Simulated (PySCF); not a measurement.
# Reading the logs of faulty runs: BF2H2Si anion

Calculated results; nothing here was measured. The program is PySCF 2.14.0, an open-source quantum chemistry code, run on an isolated molecule that a program drew, which may never have been made. The molecule is BF2H2Si anion (charge -1, singlet), drawn as the SMILES string `FB(F)[SiH2-]`.

Each row is a Hartree-Fock (HF) and frozen-core CCSD(T) single point in the aug-cc-pV(D+d)Z basis, meant for a local HF minimum. Run 1 is clean. Each other run has one planted mistake out of seven kinds, and not every kind appears here: one electron removed, one electron added, multiplicity raised by two, geometry at a saddle point, minimal basis STO-3G, one bond length entered in bohr, all coordinates scaled. The reference is restricted for singlets and unrestricted otherwise, and also for a bond in bohr. Adding or removing an electron swaps singlet and doublet. Electrons count all cores. HOMO and LUMO are orbital energies over both spins, the gradient is its largest component, and the lowest frequency (negative if imaginary) is given only where the gradient is small. Bond lengths are over the 5 bonds as drawn. T1 is the CCSD diagnostic: over 0.02 (restricted) or 0.045 (unrestricted) a single reference is doubtful.

Geometry of the clean run:
```xyz
6
BF2H2Si anion, angstrom
F     1.7419    1.9625   -0.2055
B     0.5989    1.2491   -0.0080
F    -0.4529    1.9397   -0.5285
Si    0.5127   -0.6446    0.7105
H     1.5239   -0.5326    1.8448
H    -0.7845   -0.5565    1.5048
```

```
run,electrons,basis functions,<S^2>,HOMO (eV),LUMO (eV),gradient (hartree/bohr),lowest frequency (cm^-1),mean bond (Å),longest bond (Å),T1,HF (hartree),CCSD(T) (hartree),mistake
1,40,119,0.000,-2.24,3.94,1.3e-05,188,1.5596,2.027,0.0178,-513.78825,-514.44352,no fault
2,40,26,0.000,3.00,15.26,2.8e-02,-,1.5596,2.027,0.0162,-507.11665,-507.25637,minimal basis STO-3G
3,40,119,0.000,-1.30,3.98,8.9e-06,-508,1.5237,1.919,0.0158,-513.77085,-514.42898,geometry at a saddle point
4,40,119,0.074,-3.89,3.64,5.7e-02,-,1.8019,2.573,0.0337,-513.64178,-514.31809,one bond length entered in bohr
5,39,119,0.760,-10.75,-0.50,4.5e-02,-,1.5596,2.027,0.0176,-513.74418,-514.36269,?
6,40,119,0.000,-2.11,3.92,2.8e-02,-,1.5191,1.975,0.0172,-513.78442,-514.43659,?
```

**Which mistake was planted in run 5, and what did it cost?**

It counts 39 electrons, one fewer than the clean run, at the same geometry and basis. So the mistake is: one electron removed. Subtracting run 1 and multiplying by 627.51 kcal/mol a hartree, the energy moved by 27.7 kcal/mol in HF and 50.7 kcal/mol in CCSD(T).

**Which mistake was planted in run 6, and what did it cost?**

The mean and the longest bond both change by the same factor, 0.974, and the gradient is no longer small. So the mistake is: all coordinates scaled. Subtracting run 1 and multiplying by 627.51 kcal/mol a hartree, the energy moved by 2.4 kcal/mol in HF and 4.3 kcal/mol in CCSD(T).

Cautions from the logs. Run 2: the HOMO is above zero, so the electron isn't bound and the energy depends on the basis.
